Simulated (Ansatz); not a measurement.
A geometry relaxed with PBE-D3(BJ)/def2-TZVP (Ansatz, an electronic-structure program), charge 0, multiplicity 1:

```xyz
10

C      1.7981     0.1381     0.4523
H     -2.7663    -0.2670    -0.2466
H      2.7695     0.3001    -0.0141
H      0.7451     0.2532    -1.3701
C      0.6796     0.1099    -0.2859
C     -1.7568    -0.1123    -0.6210
H     -1.6219     0.0393    -1.6939
Br    -0.9360    -0.3619     2.0645
C     -0.6812    -0.0968     0.1813
H      1.7700    -0.0026     1.5335
```

Question: Write the SMILES of this molecule.

Answer: `C=CC(=C)Br`
